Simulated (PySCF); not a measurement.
C4H5FSi, SMILES C(=C(\C#C)F)/[SiH3].

The structure is a stationary point at PBE0-D3(BJ)/def2-SVP. The structure was generated by enumeration; whether it is a known compound was not checked.

Two levels are set side by side: PBE/def2-TZVP (PySCF) and CAM-B3LYP/def2-TZVP (PySCF). Same geometry, gas phase. Differences are taken from unrounded values.

```tsv
quantity	CAM-B3LYP	PBE	PBE minus CAM-B3LYP
orbital gap (eV)	8.18	3.89	-4.29
highest occupied level (eV)	-8.67	-6.34	2.33
lowest empty level (eV)	-0.49	-2.44	-1.95
dipole moment (D)	1.76	1.64	-0.12
mean polarisability (bohr³)	76.8	80.9	4.2
```

PBE's occupied levels lie high since its potential decays too fast outside the molecule; exact exchange lowers them and widens the gap. Loosely held outer electrons make PBE densities more polarisable. Differences between two approximate levels are no errors against the true value.

Rough cost on one machine, each run with all the roots and properties that it gave: CAM-B3LYP against PBE within a factor of 2.
